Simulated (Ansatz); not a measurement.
```yaml
atoms:
  - { symbol: Al, position_ang: [0.0000, 0.0000, 0.0000] }
  - { symbol: Al, position_ang: [0.0000, 0.0000, 4.3560] }
  - { symbol: O, position_ang: [0.0000, 3.0506, -1.4225] }
```

Basis set: pcseg-2 (spherical functions). Charge 0, multiplicity 3.

Computed with Ansatz (development build ahead of 0.2.0); each method stands on the lowest determinant of its kind that the runs found.

The atomization energy at this shape (free ground-state atoms in the same class of orbitals less the molecule, no zero-point energy) of triplet Al2O:

```tsv
method	atomization energy
ROHF	-0.67 eV
```

Q: What does PBE (unrestricted) give?

A: 1.96 eV. Caution: other spin multiplicities may lie lower; the shape is not the minimum. Caution for PBE (unrestricted): the unrestricted determinant is spin contaminated. Caution for ROHF: stretched shape with no unrestricted run beside it, a lower state can exist.
